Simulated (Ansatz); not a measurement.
Input for Ansatz (a quantum-chemistry and plane-wave program): U-CCSD(T)/cc-pVDZ on AsN, a point of a bond scan (R = 5.156 Å). The run froze 15 orbitals, filled d shells among them.

Ansatz 0.2 input:
```yaml
crystal:
  periodic: [false, false, false]
  atoms:
    - {symbol: As, position_ang: [-0.00000000, -0.00000000, -0.28199367]}
    - {symbol: N, position_ang: [0.00000000, 0.00000000, 4.87446195]}
basis:
  gaussian:
    orbitals: cc-pVDZ
correlation: {method: ccsd_t, electrons: outside_noble_gas}
scf: {omitted_lower_state_checks: [cluster_reference]}
magnetization: {spin_polarized: true, initial_magnetization: 0}
```

Question: What total energy does the run end on?

Answer: -2288.7157 hartree (reference determinant -2288.5580, T1 diagnostic 0.003). Its determinant has ⟨S²⟩ = 3.00, a mixture of spin states.
